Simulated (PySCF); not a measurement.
**Basis-set dependence of population analyses: `[H]/N=C\C[SiH2]F`**

C2H6FNSi.
Geometry (PBE0-D3(BJ)/def2-SVP, Å), atoms numbered from 1 in this order:
```
atom  x, y, z in Å
N1    -1.8043    0.1443    1.2973
C2    -1.2501    0.5152    0.2187
C3    -0.3844   -0.2902   -0.7010
Si4    1.4368    0.0413   -0.3595
F5     2.3231   -0.7162   -1.4948
H6    -1.6125   -0.8500    1.4734
H7    -1.3832    1.5741   -0.0693
H8    -0.5683   -1.3706   -0.5763
H9    -0.5787   -0.0268   -1.7544
H10    1.8194   -0.5093    0.9692
H11    1.7278    1.4991   -0.4400
```

PBE0 throughout (PySCF), one geometry, spherical d and f functions. The structure is a single PBE0-D3(BJ)/def2-SVP conformer in the gas phase; no vibrational or solvent corrections. The first 7 of 9 kinds of atom are listed.

Mulliken charges (e):

```
        basis  functions      N1      C2      C3     Si4      F5      H6      H7
       STO-3G         35  -0.311  +0.016  -0.333  +0.710  -0.244  +0.164  +0.083
        6-31G         61  -0.456  +0.023  -0.750  +0.991  -0.470  +0.267  +0.187
     pcSseg-0         61  -0.564  +0.069  -1.105  +1.142  -0.500  +0.290  +0.245
       6-31G*         86  -0.510  +0.036  -0.649  +0.795  -0.413  +0.301  +0.180
      cc-pVDZ        104  -0.162  -0.040  -0.206  +0.586  -0.327  +0.085  +0.049
     def2-SVP        104  -0.153  -0.072  -0.306  +0.717  -0.356  +0.102  +0.059
  aug-cc-pVDZ        173  -0.380  +0.626  +0.316  +0.333  -0.645  -0.025  -0.315
6-311+G(2d,p)        179  -0.353  +0.075  -0.661  +0.822  -0.455  +0.202  +0.127
    def2-TZVP        197  -0.311  -0.076  -0.312  +0.488  -0.330  +0.198  +0.125
      cc-pVTZ        238  -0.248  -0.068  -0.279  +0.493  -0.298  +0.137  +0.135
     IGLO-III        244  -0.463  +0.104  -0.503  +1.085  -0.500  +0.212  +0.108
```

IAO charges (e):

```json
{"basis": "STO-3G", "functions": "35", "N1": "-0.306", "C2": "-0.034", "C3": "-0.543", "Si4": "+0.910", "F5": "-0.364", "H6": "+0.185", "H7": "+0.129"}
{"basis": "6-31G", "functions": "61", "N1": "-0.409", "C2": "+0.018", "C3": "-0.594", "Si4": "+0.952", "F5": "-0.504", "H6": "+0.235", "H7": "+0.152"}
{"basis": "pcSseg-0", "functions": "61", "N1": "-0.388", "C2": "+0.014", "C3": "-0.613", "Si4": "+0.961", "F5": "-0.489", "H6": "+0.227", "H7": "+0.146"}
{"basis": "6-31G*", "functions": "86", "N1": "-0.423", "C2": "+0.046", "C3": "-0.604", "Si4": "+1.084", "F5": "-0.523", "H6": "+0.232", "H7": "+0.139"}
{"basis": "cc-pVDZ", "functions": "104", "N1": "-0.418", "C2": "+0.044", "C3": "-0.599", "Si4": "+1.070", "F5": "-0.523", "H6": "+0.233", "H7": "+0.137"}
{"basis": "def2-SVP", "functions": "104", "N1": "-0.413", "C2": "+0.045", "C3": "-0.599", "Si4": "+1.086", "F5": "-0.522", "H6": "+0.230", "H7": "+0.133"}
{"basis": "aug-cc-pVDZ", "functions": "173", "N1": "-0.447", "C2": "+0.051", "C3": "-0.603", "Si4": "+1.078", "F5": "-0.537", "H6": "+0.243", "H7": "+0.143"}
{"basis": "6-311+G(2d,p)", "functions": "179", "N1": "-0.447", "C2": "+0.051", "C3": "-0.615", "Si4": "+1.107", "F5": "-0.541", "H6": "+0.244", "H7": "+0.144"}
{"basis": "def2-TZVP", "functions": "197", "N1": "-0.445", "C2": "+0.052", "C3": "-0.618", "Si4": "+1.121", "F5": "-0.542", "H6": "+0.242", "H7": "+0.142"}
{"basis": "cc-pVTZ", "functions": "238", "N1": "-0.442", "C2": "+0.050", "C3": "-0.615", "Si4": "+1.107", "F5": "-0.538", "H6": "+0.242", "H7": "+0.142"}
{"basis": "IGLO-III", "functions": "244", "N1": "-0.449", "C2": "+0.051", "C3": "-0.617", "Si4": "+1.117", "F5": "-0.542", "H6": "+0.244", "H7": "+0.144"}
```

Q: Which scheme is steadiest as the basis changes?

A: Largest range over the bases for any column: IAO 0.21 e, Mulliken 1.42 e. IAO charges move least and Mulliken charges most, counted in e. Without the minimal STO-3G basis the ranges are IAO 0.17, Mulliken 1.42 e.

Q: How much do the charges still move between the two largest bases, cc-pVTZ and IGLO-III?

A: At most, over all atoms: Mulliken 0.593 e, IAO 0.010 e.

Q: What do the same runs give for the total energy, the frontier levels and the dipole moment?

A: 
```
        basis  energy (Eh)  HOMO (eV)  LUMO (eV)  μ (D)
       STO-3G    -517.0744      -4.85       3.06   1.67
        6-31G    -523.4331      -7.47      -0.43   0.64
     pcSseg-0    -522.6620      -7.48      -0.50   0.91
       6-31G*    -523.5410      -7.57      -0.29   1.09
      cc-pVDZ    -523.5711      -7.60      -0.36   0.85
     def2-SVP    -523.2978      -7.62      -0.42   0.97
  aug-cc-pVDZ    -523.5969      -7.87      -0.79   1.06
6-311+G(2d,p)    -523.6559      -7.90      -0.81   1.07
    def2-TZVP    -523.6801      -7.84      -0.69   1.11
      cc-pVTZ    -523.6700      -7.78      -0.61   1.06
     IGLO-III    -523.6859      -7.88      -0.74   1.12
```

The dipole is fixed by the density alone, so its range of 1.03 D shows that the density itself changes with the basis, not only its division among atoms.
